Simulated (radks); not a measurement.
All-electron atom: Cu18+ in [Ne] 3s1. Method: Dirac Kohn-Sham, relativistic LDA (MacDonald-Vosko exchange, VWN5 correlation), spin-unpolarised, spherical densities, finite nucleus; Fermi nuclear charge, rms radius 3.8823 fm; computed with a radial shooting solver on a logarithmic mesh with Libxc functionals.

Unscreened Slater integrals over Kohn-Sham orbitals (hartree). Large and small components are both included.

integral,value
"F0(3s1/2,3s1/2)",1.5415
"F0(3s1/2,2p3/2)",2.0209
"G1(3s1/2,2p3/2)",0.20598
"F0(3s1/2,2p1/2)",2.0257
"G1(3s1/2,2p1/2)",0.20673
"F0(3s1/2,2s1/2)",1.9805
"G0(3s1/2,2s1/2)",0.16519
"F0(2p3/2,2p3/2)",4.4752
"F2(2p3/2,2p3/2)",2.1213
"F0(2p3/2,2p1/2)",4.5106
"G2(2p3/2,2p1/2)",2.1189
"F0(2p3/2,2s1/2)",4.1232
"G1(2p3/2,2s1/2)",2.3616
"F0(2p1/2,2p1/2)",4.5469
"F0(2p1/2,2s1/2)",4.1493
"G1(2p1/2,2s1/2)",2.3519
"F0(2s1/2,2s1/2)",3.8969
